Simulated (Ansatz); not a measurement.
Mulliken charges of `[CH3][Zn][CH2]Cl` from r2SCAN/def2-TZVPP in Ansatz (PBE0-D4/def2-TZVP geometry).

```tsv
atom	x (Å)	y (Å)	z (Å)	charge (e)
C1	-0.327	1.646	-1.025	-0.374
Zn2	0.077	0.096	0.061	0.335
C3	0.443	-1.514	1.112	-0.168
Cl4	-0.440	-2.857	0.290	-0.199
H5	-1.007	1.382	-1.838	0.080
H6	-0.801	2.428	-0.428	0.072
H7	0.582	2.061	-1.466	0.072
H8	0.070	-1.481	2.136	0.091
H9	1.492	-1.807	1.142	0.091
```

**Question.** By hand: the dipole of these point charges (1 e Å = 4.8032 D).

**Answer.** Σ q r = (0.207, 0.374, 0.174) e Å, of length 0.462 e Å = 2.22 D.

**Question.** How does the dipole of the full density compare? (An estimate is asked.)

**Answer.** Ansatz gave: (0.183, 0.378, 0.138) e Å, 2.12 D; the point charges give 1.05 times that, at 5° from its direction.

Point charges leave out the atoms' own dipoles, such as those of lone pairs, and Mulliken's split depends on the basis, so the close match here is no proof of good charges.
